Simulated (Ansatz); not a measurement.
Consider the hydrogen abstraction from the Sb–H bond: `[F][SbH][F]` + Cl• → `[F][Sb][F]`• + HCl.

Computed with Ansatz on PBE0-D4/def2-TZVP structures; ΔE is electronic, products minus reactants. CCSD(T)/CBS is the MP2 limit (def2-TZVPP, def2-QZVPP) plus CCSD(T) − MP2 in def2-TZVPP, frozen cores. This one scheme is used for every species, atoms too. DFT in def2-TZVPP. B3LYP here is the variant with VWN-RPA as its local correlation; programs differ in this. HSE06 is defined as in plane-wave codes. No spin–orbit coupling; open shells (•) take unrestricted orbitals. Spin–orbit coupling would lower the free atoms: a little for Cl. Elements past krypton have def2 core potentials. For Sb outer-core shells are correlated without core-valence functions, so the limit isn't a true one: a few kJ/mol of doubt a bond, and 10 to 20 or more in all where bonds break to atoms.

```tsv
level	ΔE (kJ/mol)	difference from CCSD(T)/CBS
LDA (SPW92)	-192.9	-33.0
PBE-D4	-174.2	-14.3
revPBE-D4	-168.7	-8.8
BLYP-D4	-161.9	-2.0
B97M-V	-161.6	-1.7
PBE0-D4	-166.5	-6.6
B3LYP-D4	-158.5	1.4
r2SCANh-D4	-166.1	-6.2
r2SCAN0-D4	-162.9	-3.0
HSE06-D4	-167.1	-7.2
BHLYP-D4	-148.0	11.9
B2PLYP	-160.9	-1.0
PBE-QIDH	-164.2	-4.3
PBE	-175.0	-15.1
revPBE	-170.9	-11.0
BLYP	-163.7	-3.8
r2SCAN	-168.5	-8.6
PBE0	-167.2	-7.3
B3LYP	-159.9	0.0
r2SCANh	-166.3	-6.4
BHLYP	-149.0	10.9
CAM-B3LYP	-159.6	0.3
LC-ωPBE	-164.1	-4.2
RPA@PBE/def2-TZVPP	-127.8	32.1
HF/def2-SVP	-113.9	46.0
MP2/def2-SVP	-150.7	9.2
CCSD/def2-SVP	-138.1	21.8
CCSD(T)/def2-SVP	-140.9	19.0
MP2/def2-TZVPP	-168.0	-8.1
SCS-MP2/def2-TZVPP	-155.8	4.1
CCSD/def2-TZVPP	-149.1	10.8
CCSD(T)/def2-TZVPP	-153.2	6.7
HF/def2-QZVPP	-121.4	38.5
MP2/def2-QZVPP	-172.1	-12.2
SCS-MP2/def2-QZVPP	-159.5	0.4
CCSD/def2-QZVPP	-152.9	7.0
CCSD(T)/def2-QZVPP	-157.1	2.8
HF/CBS(def2)	-121.5	38.4
MP2/CBS(def2)	-174.7	-14.8
CCSD/CBS(def2)	-155.7	4.2
CCSD(T)/CBS	-159.9	0
```

Question: What do rigid-rotor, harmonic-oscillator terms from PBE0-D4/def2-TZVP frequencies (298.15 K, 1 bar) make of the CCSD(T)/CBS value? (Estimate.)

Answer: Computed: ΔZPE = -1.6 kJ/mol, ΔH = -159.7 kJ/mol, ΔS = 15 J/(mol·K), ΔG = -164.2 kJ/mol. Open shells count their whole term as degenerate.

Largest T1 diagnostic among the species: 0.017.

Leaving LDA and LC-ωPBE aside and taking each functional with its dispersion term where it has one, the values spread over 26.2 kJ/mol, from PBE-D4 to BHLYP-D4. LDA lies −17.9 kJ/mol from PBE without D4. From PBE to PBE0 (25 % exact exchange), in def2-TZVPP and without D4, ΔE moves by +7.8 kJ/mol.

CCSD(T)/CBS has its own doubt, a few kJ/mol and more with outer-core shells, so smaller differences from it don't rank the levels.
